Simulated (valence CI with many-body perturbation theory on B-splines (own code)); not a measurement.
The numbers below are computed, except where a source is named.
**Sn³⁴⁺: input, log and results**

Level of theory: configuration interaction combined with many-body perturbation theory (CI+MBPT): six valence electrons over a frozen Dirac-Fock core [Ne], radial functions for each j: 9 s, 9 p, 8 d, 6 f, 3 g, 1 h, with the one-electron correlation potential Σ1 (screened to all orders), the two-electron term Σ2, the three-electron term Σ3, Breit, model QED; selected single and double excitations, second order for the rest, scaled by the run's own slope (own B-spline code, finite nucleus).

Command, and the settings that its task file holds:

```sh
python run_cv.py task.json out
```

```
atom Sn  Z=50  mass_number=120  rms_radius_fm=4.6519
core [Ne]
valence 3s2 3p4
avg = 1
basis = M
breit = 1
cap = 60000
capref = 1200
cscale = 1
de = 0.0
dress = 0
eps = 2e-08
extrap = 1
h = 0.27
hh = 1
l2 = 3
lcore = 6
maxit = 60
n2 = 5
natural = 1
nlev = 35
nno = [5, 5, 5, 4, 2, 1]
nroot = 26
nsp = [4, 4, 3, 2, 1, 0]
pt2 = 1
qed = 1
rpa = 1
s1 = 1
s2 = 1
s3 = 1
screen = 1
tol = 2e-05
whole = 1
```

It took 7.3 min on 1 thread of Intel(R) Xeon(R) Processor @ 2.30GHz, on a shared host.

Log. The first blocks belong to the next ion, which gives the ionisation energy. Fields: 2J, parity (1 odd), roots, reference size, generating configurations, candidates as configurations/state functions, variational space P, stored matrix elements, Davidson steps; e2 is the range of second-order energies in hartree. The first line gives the box (bohr), its intervals, the orbitals and the steps of their self-consistent field. Window is the range of levels sought, series limit the energy at which the first omitted orbital would enter, core excitation an estimate of the first excitation out of the core, left out the lowest levels not solved, and shifts from estimates the range by which levels moved from their first estimate, all in cm⁻¹.

```
rmax 3.3 intervals 58 orbitals 63 references ['3s2 3p4', '3s 3p5', '3s2 3p3 3d', '3p6', '3s 3p4 3d'] scf 5 t 1.4
2J=3 par=1 roots 2 ref 34 generators 12 cand 1606/5937 P 1622/5971 nnz 4.4e+06 it 5
2J=3 par=1 roots 2 ref 34 generators 20 cand 4467/23728 P 6089/29699 nnz 6.4e+07 it 6
   second order: generators 28 cand 41170/491084 e2 -0.00028 -0.00026
reference levels 619, estimated 75, window 1860468 1/cm; series limit 13957693, core excitation 28191208
2J=4 par=0 roots 3 ref 47 generators 15 cand 1716/9566 P 2178/12014 nnz 1.4e+07 it 7
2J=4 par=0 roots 3 ref 47 generators 29 cand 4553/40659 P 6731/52673 nnz 1.6e+08 it 10
   second order: generators 41 cand 66952/1876185 e2 -0.01381 -0.00083
2J=0 par=0 roots 3 ref 19 generators 19 cand 3839/9492 P 5027/11987 nnz 7.9e+06 it 7
2J=0 par=0 roots 3 ref 19 generators 28 cand 10941/48748 P 15968/60735 nnz 1.3e+08 it 9
   second order: generators 38 cand 47864/349669 e2 -0.00186 -0.00008
2J=2 par=0 roots 2 ref 32 generators 12 cand 1823/9278 P 2357/11784 nnz 1.2e+07 it 7
2J=2 par=0 roots 2 ref 32 generators 23 cand 5514/43137 P 7871/54921 nnz 1.6e+08 it 10
   second order: generators 33 cand 59622/1220156 e2 -0.00811 -0.00074
2J=4 par=1 roots 10 ref 106 generators 26 cand 1513/9555 P 1943/11972 nnz 1.2e+07 it 9
2J=4 par=1 roots 10 ref 106 generators 34 cand 4412/44401 P 6355/56373 nnz 1.9e+08 it 10
   second order: generators 54 cand 87526/3052386 e2 -0.00696 -0.00578
2J=2 par=1 roots 10 ref 84 generators 23 cand 1813/9423 P 2387/11972 nnz 1.1e+07 it 9
2J=2 par=1 roots 10 ref 84 generators 32 cand 6300/47492 P 8687/59464 nnz 1.8e+08 it 9
   second order: generators 52 cand 71400/1619510 e2 -0.00374 -0.00248
2J=6 par=1 roots 8 ref 98 generators 20 cand 1438/9549 P 1876/11998 nnz 1.3e+07 it 12
2J=6 par=1 roots 8 ref 98 generators 29 cand 3790/42875 P 5666/54873 nnz 1.9e+08 it 11
   second order: generators 50 cand 79591/3091960 e2 -0.00724 -0.00625
2J=0 par=1 roots 5 ref 32 generators 17 cand 3487/9488 P 4727/11980 nnz 8.2e+06 it 8
2J=0 par=1 roots 5 ref 32 generators 23 cand 11877/47993 P 16604/59973 nnz 1.4e+08 it 9
   second order: generators 38 cand 55265/485165 e2 -0.00040 -0.00019
2J=8 par=1 roots 5 ref 69 generators 14 cand 1621/9678 P 2083/11989 nnz 1.3e+07 it 8
2J=8 par=1 roots 5 ref 69 generators 23 cand 3825/42443 P 5908/54432 nnz 2e+08 it 9
   second order: generators 43 cand 77225/3324688 e2 -0.00560 -0.00513
2J=10 par=1 roots 1 ref 38 generators 5 cand 1744/9880 P 2524/12757 nnz 1.3e+07 it 5
2J=10 par=1 roots 1 ref 38 generators 13 cand 4318/44497 P 6842/57254 nnz 2.1e+08 it 6
   second order: generators 19 cand 45610/1515841 e2 -0.00308 -0.00308
left out: unestimated 2673740, estimated 2206201, shifts from estimates -40 to 323
operators 0.6
```

The Davidson iterations converged.

No measured spectrum was set against this ion. As an estimate, large intervals hold to a few tenths of a per cent, small ones and those within an open d or f shell to about a per cent. Among the levels kept, up to 1500 cm⁻¹ of a level comes from second order outside the variational space, and about a tenth of that is noise between levels of different J, which matters for small intervals.

| Property | Result |
| --- | --- |
| Valence energy | -549.4595 hartree |
| Ionisation energy | 2231.6 eV (NIST: 2227 ± 3 eV (semi-empirical)) |
| Reference configurations for the orbitals | 3s2 3p4, 3s 3p5, 3s2 3p3 3d, 3p6, 3s 3p4 3d |
| Radial orbitals | 63 |
| Box radius | 3.275 bohr |
| Largest variational space | 60735 |
| Lowest levels | (3s^2 3p1/2^2 3p3/2^2) J=2 0.00, (3s^2 3p1/2^2 3p3/2^2) J=0 11.26, (3s^2 3p1/2 3p3/2^3) J=1 51.98, (3s^2 3p1/2 3p3/2^3) J=2 58.35, (3s^2 3p3/2^4) J=0 115.07, (3s^2 3p1/2^2 3p3/2 3d3/2) J=2 138.67, (3s^2 3p1/2^2 3p3/2 3d3/2) J=1 140.86, (3s^2 3p1/2^2 3p3/2 3d3/2) J=3 143.70, (3s^2 3p1/2^2 3p3/2 3d3/2) J=0 143.74, (3s 3p1/2^2 3p3/2^3) J=2 144.71, (3s^2 3p1/2^2 3p3/2 3d5/2) J=4 154.22, (3s 3p1/2^2 3p3/2^3) J=1 164.63, (3s^2 3p1/2^2 3p3/2 3d5/2) J=2 165.22, (3s^2 3p1/2^2 3p3/2 3d5/2) J=3 168.40 eV |

Levels are named by their leading jj configuration (3d3/2^4 stands for four electrons in 3d with j = 3/2), which in mixed levels can hold well under half, so a name can repeat and another be missing.
